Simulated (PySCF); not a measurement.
Excitations are Tamm–Dancoff values on a coarser integration grid. The basis has no diffuse functions, so Rydberg states are missing or too high.

Species: C5H6, SMILES `C=CC#CC` (charge 0, multiplicity 1).

**Question.** What is the computed HOMO–LUMO gap, S1 excitation (TDA), T1 excitation (TDA), brightest of the four lowest singlets (TDA), dipole moment, HOMO, S1–T1 gap (TDA) and LUMO (TPSSh-D3(BJ)/def2-TZVP // B3LYP-D3(BJ)/def2-TZVP in PySCF)?

**Answer.** 
```yaml
HOMO–LUMO gap: 5.05 eV
S1 excitation (TDA): 5.06 eV
T1 excitation (TDA): 3.39 eV
brightest of the four lowest singlets (TDA): 5.69 eV
dipole_moment: 0.68 D
HOMO: -6.11 eV
S1–T1 gap (TDA): 1.68 eV
LUMO: -1.06 eV
```
